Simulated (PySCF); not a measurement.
## Bonding in [BCl4]-

Species: [BCl4]- (charge -1).
Cartesian coordinates in Å at the PBE0-D3(BJ)/def2-SVP level; atoms count from 1:
```
atom  x, y, z in Å
B1    -0.0002   -0.0001    0.0005
Cl2    0.0099   -0.0200    1.8642
Cl3    1.7534    0.0110   -0.6297
Cl4   -0.8855    1.5263   -0.6009
Cl5   -0.8776   -1.5171   -0.6340
```

Bond orders from the PBE0/pcSseg-1 density (PySCF). Isolated species at its PBE0-D3(BJ)/def2-SVP geometry, gas phase. The pcSseg-1 basis has no diffuse functions, a weakness for an anion.

Question: Give the Mayer order of every bond, beside its length.

Answer: 
```json
{"bond": "B1–Cl2", "length (Å)": "1.864", "Mayer order": "0.927"}
{"bond": "B1–Cl3", "length (Å)": "1.863", "Mayer order": "0.927"}
{"bond": "B1–Cl4", "length (Å)": "1.864", "Mayer order": "0.927"}
{"bond": "B1–Cl5", "length (Å)": "1.864", "Mayer order": "0.927"}
```

Question: Sum the orders of all bonds at each heavy atom with more than one neighbour.

Answer: B1 3.708. Orders between atoms that aren't bonded are not in these sums.

For a closed shell the Mayer order of atoms A and B is Σ (PS)μν (PS)νμ over the basis functions μ on A and ν on B, with P the density and S the overlap matrix.
